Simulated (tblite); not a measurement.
C2H8BrClSi4.
Numbering: `[CH2:1]=[CH:2][Si@@:3]1([Br:4])[SiH2:5][SiH2:6][Si@H:7]1[Cl:8]` (hydrogens: H9, H10 on C1; H11 on C2; H12, H13 on Si5; H14, H15 on Si6; H16 on Si7)

Computed with GFN2-xTB (tblite), gas phase: L-BFGS steps from a force-field or distance-geometry start until the largest atomic force falls under 0.01 eV/Å.

Step 179: E = -650.4467 eV
```
atom  x, y, z in Å  |  force x, y, z in eV/Å
C1      2.4519   -1.2504    0.4546   -0.053  -0.045   0.013
C2      1.3651   -1.4563    1.1865    0.055   0.054   0.007
Si3    -0.2105   -0.4658    0.9130    0.019  -0.032   0.000
Br4    -1.4539   -0.9865    2.7625   -0.003  -0.012  -0.006
Si5    -0.1672    1.8836    0.5225   -0.010   0.020  -0.004
Si6    -1.6066    1.5585   -1.3283    0.009   0.002  -0.001
Si7    -1.4314   -0.7977   -1.1075    0.003   0.004  -0.014
Cl8    -0.1103   -1.5174   -2.5204    0.005   0.003   0.017
H9      3.3534   -1.8285    0.5816    0.014   0.005   0.003
H10     2.4840   -0.4953   -0.3161   -0.002  -0.021   0.019
H11     1.3835   -2.2245    1.9522    0.012   0.003  -0.017
H12     1.1957    2.3343    0.2095    0.008   0.011  -0.005
H13    -0.5835    2.7743    1.6096   -0.008  -0.014   0.009
H14    -2.9737    2.0575   -1.1437   -0.008   0.020  -0.002
H15    -1.1568    2.1649   -2.5861   -0.019  -0.012  -0.015
H16    -2.5474   -1.7418   -1.2014   -0.020   0.013  -0.003
```

Step 180: E = -650.4473 eV
```
atom  x, y, z in Å  |  force x, y, z in eV/Å
C1      2.4527   -1.2546    0.4535   -0.077  -0.045   0.017
C2      1.3676   -1.4561    1.1903    0.093   0.074  -0.009
Si3    -0.2072   -0.4672    0.9114    0.005  -0.031   0.002
Br4    -1.4602   -0.9907    2.7537   -0.001  -0.011  -0.001
Si5    -0.1674    1.8824    0.5235   -0.001   0.042  -0.010
Si6    -1.6068    1.5593   -1.3281    0.021  -0.010   0.008
Si7    -1.4314   -0.7974   -1.1063    0.015   0.013  -0.032
Cl8    -0.1113   -1.5153   -2.5222    0.001   0.004   0.021
H9      3.3560   -1.8297    0.5824    0.009   0.009   0.006
H10     2.4798   -0.5067   -0.3250    0.000  -0.035   0.027
H11     1.3906   -2.2138    1.9658    0.009  -0.010  -0.019
H12     1.1923    2.3431    0.2074    0.001  -0.001   0.001
H13    -0.5846    2.7703    1.6131   -0.009  -0.019   0.006
H14    -2.9719    2.0601   -1.1412   -0.022   0.024  -0.003
H15    -1.1572    2.1640   -2.5868   -0.019  -0.011  -0.014
H16    -2.5488   -1.7389   -1.2032   -0.026   0.004   0.000
```

Step 181: E = -650.4480 eV
```
atom  x, y, z in Å  |  force x, y, z in eV/Å
C1      2.4529   -1.2632    0.4518   -0.072  -0.030   0.015
C2      1.3714   -1.4548    1.1966    0.114   0.062   0.006
Si3    -0.2030   -0.4689    0.9090   -0.013  -0.020   0.003
Br4    -1.4668   -0.9960    2.7435    0.002  -0.008   0.002
Si5    -0.1678    1.8827    0.5254    0.012   0.054  -0.022
Si6    -1.6074    1.5610   -1.3275    0.026  -0.016   0.016
Si7    -1.4295   -0.7961   -1.1073    0.020   0.020  -0.042
Cl8    -0.1113   -1.5104   -2.5271    0.000   0.003   0.021
H9      3.3591   -1.8330    0.5846    0.000   0.009   0.010
H10     2.4741   -0.5260   -0.3373    0.002  -0.044   0.024
H11     1.4000   -2.1979    1.9864    0.003  -0.007  -0.035
H12     1.1879    2.3544    0.2036   -0.014  -0.014   0.012
H13    -0.5865    2.7660    1.6184   -0.007  -0.023   0.002
H14    -2.9716    2.0621   -1.1378   -0.029   0.025  -0.004
H15    -1.1612    2.1647   -2.5879   -0.017  -0.010  -0.009
H16    -2.5481   -1.7355   -1.2058   -0.027  -0.001   0.001
```

Step 182: E = -650.4490 eV
```
atom  x, y, z in Å  |  force x, y, z in eV/Å
C1      2.4514   -1.2787    0.4483   -0.065   0.002   0.021
C2      1.3763   -1.4514    1.2071    0.130   0.057  -0.023
Si3    -0.1974   -0.4693    0.9064   -0.029  -0.003   0.004
Br4    -1.4732   -0.9985    2.7327    0.003  -0.006   0.005
Si5    -0.1684    1.8850    0.5271    0.020   0.056  -0.039
Si6    -1.6096    1.5632   -1.3263    0.025  -0.011   0.023
Si7    -1.4245   -0.7936   -1.1101    0.019   0.019  -0.044
Cl8    -0.1035   -1.4995   -2.5317   -0.001   0.000   0.020
H9      3.3605   -1.8424    0.5871   -0.008   0.002   0.009
H10     2.4659   -0.5571   -0.3556    0.003  -0.056   0.024
H11     1.4111   -2.1763    2.0126   -0.003  -0.019  -0.021
H12     1.1824    2.3694    0.1988   -0.027  -0.026   0.023
H13    -0.5903    2.7612    1.6248   -0.005  -0.022   0.001
H14    -2.9737    2.0630   -1.1311   -0.029   0.020  -0.004
H15    -1.1723    2.1680   -2.5898   -0.013  -0.012   0.000
H16    -2.5424   -1.7340   -1.2119   -0.020  -0.002   0.002
```

Question: Estimate the geometry and energy of step 183. (The exact step hangs on the optimiser's Hessian estimate; all steps are aligned on step 182, rigid shifts and turns removed.)

Answer: E = -650.4501 eV, largest force 0.113 eV/Å
```
atom  x, y, z in Å  |  force x, y, z in eV/Å
C1      2.4473   -1.2971    0.4409   -0.032   0.043   0.009
C2      1.3814   -1.4449    1.2170    0.110   0.021  -0.012
Si3    -0.1937   -0.4686    0.9053   -0.029   0.015  -0.001
Br4    -1.4732   -0.9999    2.7282   -0.001  -0.004   0.007
Si5    -0.1703    1.8891    0.5298    0.020   0.042  -0.052
Si6    -1.6104    1.5654   -1.3262    0.013   0.009   0.024
Si7    -1.4182   -0.7905   -1.1140    0.007   0.013  -0.026
Cl8    -0.0920   -1.4888   -2.5329    0.004  -0.005   0.009
H9      3.3594   -1.8547    0.5855   -0.016  -0.008   0.011
H10     2.4542   -0.5953   -0.3808    0.001  -0.066   0.023
H11     1.4239   -2.1493    2.0411   -0.007  -0.004  -0.031
H12     1.1776    2.3850    0.2033   -0.039  -0.032   0.031
H13    -0.6022    2.7552    1.6315    0.000  -0.017  -0.002
H14    -2.9758    2.0644   -1.1288   -0.012   0.008  -0.004
H15    -1.1808    2.1719   -2.5923   -0.010  -0.017   0.012
H16    -2.5349   -1.7330   -1.2191   -0.009   0.003   0.001
```

The energy changes by -0.0011 eV. The first-order estimate −F·Δx gives -0.0014 eV and the mean of the old and new forces, exact on a quadratic surface, -0.0011 eV. The step makes an angle of 85° with the force vector and moves no atom by more than 0.047 Å.

The cost below is that of the whole relaxation. Hardware: one thread of an Arm Neoverse N1, shared host with 64 logical CPUs at a one-minute load of 58. Cost: 5.7 s.
